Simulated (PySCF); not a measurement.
**How the method changes the constants of SnC**

State: ³Π (triplet), unpaired electrons σ ↑, π ↑. Set-up: basis Sn def2-SVP with ECP28, C def2-SVP; scalar-relativistic core potentials; PySCF 2.14. De refers to Sn + C in their high-spin ground configurations, without counterpoise correction. The functionals are run spin-unrestricted. A positive dipole means Sn(−)C(+). Levels whose curve was spin-contaminated or gave no clean fit are not listed.

```csv
Level,Re (Å),ωe (cm⁻¹),De (eV),μ (D)
ROHF-MP2,2.005,760,2.59,n/a
ROHF-SCS-MP2,2.009,746,2.39,n/a
ROHF-CCSD,2.030,667,2.49,n/a
ROHF-CCSD(T),2.041,653,2.76,n/a
PBE,2.027,660,3.57,-2.44
BLYP,2.045,637,3.37,-2.43
```

(1) What does the triples do here, going from ROHF-CCSD to ROHF-CCSD(T)?

Correlated steps freeze 5 core orbitals. Correlated levels converge slowly with the basis: in double zeta they bind strong bonds too weakly, by up to about 1 eV, and carry superposition errors of some tenths. Spin–orbit coupling is left out, which matters for elements this heavy, above all for dissociation energies. The CCSD T1 diagnostic is raised, a sign that a single reference may not be enough here. The state is the lowest determinant that a PBE0 search found; another state may lie lower at other levels.

## Answers

(1) ROHF-CCSD(T) less ROHF-CCSD: +1.1 pm in Re, -2.1 % in ωe, +0.27 eV in De. Correlation nearly always deepens the well. The bond lengthens, as in strong covalent bonds, where excitations into antibonding orbitals dominate.
